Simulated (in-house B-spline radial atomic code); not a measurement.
Xe is squeezed into an impenetrable sphere of radius R (the orbitals vanish at R). No spin polarisation. Level of theory: non-relativistic LDA VWN5, spherical fractional occupations, point nucleus; calculated with a radial B-spline atomic code at the basis-set limit.

Energies in eV above the free atom in [Kr] 4d10 5s2 5p6:

```tsv
R (bohr)	highest level (eV)	[Kr] 4d10 5s2 5p6	[Kr] 4d10 4f1 5s1 5p6	[Ar] 3d10 4s2 4p5 4d10 5s2 5p6 5d1	-dE/dV in [Kr] 4d10 5s2 5p6 (GPa)
7.19	-8.32	0.07601	27.54	145.6	0.199
6.9	-8.26	0.1199	27.94	145.7	0.34
5.42	-7.39	1.236	31.17	147.9	5.76
4.54	-5.44	5.092	36.67	152.9	34.7
3.61	0.896	24.07	58.01	174.8	273
3.19	7.56	50.16	85.11	204.2	756
2.42	39.6	214.5	246.2	388.4	6400
2.26	53.9	298.9	327	482.4	10700
1.7	170	1104	1085	1368	85100
1.48	283	2006	1929	2346	225000
```

Problem. Does [Kr] 4d10 4f1 5s1 5p6 fall below [Kr] 4d10 5s2 5p6 under compression?

Solution. Yes, between R = 2.26 and 1.7 bohr the order changes (near 1.92 bohr by linear interpolation).

Problem. Does [Ar] 3d10 4s2 4p5 4d10 5s2 5p6 5d1 fall below [Kr] 4d10 5s2 5p6 under compression?

Solution. No, it stays above over the whole range.

The highest level is first positive in the row R = 3.61 bohr, pushed up by confinement above the zero of the free ion's potential. Each configuration is held fixed and needn't be the lowest in the sphere.
